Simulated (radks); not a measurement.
Charge is removed step by step from the 6s level of neutral praseodymium, starting from [Xe] 4f3 6s2. Method: scalar-relativistic Kohn-Sham, BLYP, spin-unpolarised, spherical densities, point nucleus; computed with a radial shooting solver on a logarithmic mesh with Libxc functionals.

| removed (e) | E - E(0) (eV) | eigenvalue (eV) | E minus straight line (eV) |
|---|---|---|---|
| 0 | 0.000 | -3.319 | 0.000 |
| 0.25 | 0.969 | -4.447 | -0.443 |
| 0.5 | 2.226 | -5.623 | -0.598 |
| 0.75 | 3.783 | -6.843 | -0.454 |
| 1 | 5.649 | -8.100 | 0.000 |

Removing the whole electron costs 5.649 eV by Delta-SCF, against 3.319 eV from minus the eigenvalue at the starting occupation. Slater's transition state (half an electron removed) gives 5.623 eV. Integrating minus the eigenvalue over the occupation (Janak's theorem) gives 5.652 eV. In this scalar-relativistic scheme the density is built from large components alone, so the theorem holds only approximately. The mean slope of the eigenvalue, de/dn, is 4.78 eV per electron. Ionisation energy of Pr in the NIST Atomic Spectra Database: 5.470 eV (semi-empirical).

Beside tabulated values, note that spin-unpolarised runs miss the spin-polarisation part of the exchange energy of open shells.
